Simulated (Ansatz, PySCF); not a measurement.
Species: sum formula SiN2H5Br2, net charge 1, singlet state. It need not be the lowest isomer of its formula. 
Geometry from a B3LYP-D3(BJ)/def2-TZVP (Ansatz, a quantum-chemistry and plane-wave program) optimisation:
SMILES: N[Si]([NH3+])(Br)Br
```xyz
10

Si    -0.1612    -0.5583     0.0262
Br    -0.0943     0.4995    -1.8734
Br     0.0741     0.6247     1.8364
N      1.5078    -1.4849    -0.0183
N     -1.3442    -1.7324     0.1195
H      1.5573    -2.1108    -0.8256
H      1.6321    -2.0553     0.8215
H     -1.8742    -2.0275    -0.6880
H     -1.7981    -1.9709     0.9896
H      2.3013    -0.8426    -0.0760
```
Charge +1, spin multiplicity 1.

Total electronic energies in hartree. Correlated levels leave the core frozen unless marked. No spin-orbit coupling. The frozen core is the preceding noble-gas configuration, with the filled d and f shells of earlier blocks. Non-relativistic. Basis-set limits of correlation are two-point, X^-3; Hartree-Fock from the larger set. The bracket is a focal-point correction in the basis named.

| level | program | energy (Eh) |
|---|---|---|
| HF/STO-3G | Ansatz | -5485.31744 |
| HF/def2-TZVPD | PySCF | -5545.58128 |
| HF-D3(BJ)/def2-TZVPD | PySCF + dftd3 | -5545.66103 |
| BLYP-D4/def2-TZVPD | Ansatz + dftd4 | [?] |
| revPBE-D4/def2-TZVPD | Ansatz + dftd4 | -5549.78440 |
| r2SCAN/def2-TZVPD | Ansatz | -5550.18478 |
| B3LYP/def2-TZVPD | Ansatz | -5550.37042 |
| PBE0/STO-3G | Ansatz | -5488.48797 |
| PBE0/def2-TZVPD | Ansatz | -5549.45609 |
| BHLYP-D4/def2-TZVPD | Ansatz + dftd4 | -5550.23148 |
| B2GP-PLYP-D4/def2-TZVPD | Ansatz + dftd4 | -5548.90439 |
| MP2/6-31G | Ansatz | -5544.97928 |
| MP2/def2-TZVPP | Ansatz | -5546.44797 |
| RI-MP2/CBS(def2-TZVPP,def2-QZVPP) | Ansatz | -5546.6911 |
| RI-MP2/CBS(def2-TZVPP,def2-QZVPP)+[CCSD(T)-MP2]/def2-TZVPP | Ansatz | -5546.7740 |

### Question
Complete the blanks.

### Answer

- BLYP-D4/def2-TZVPD, energy (Eh): -5550.32287
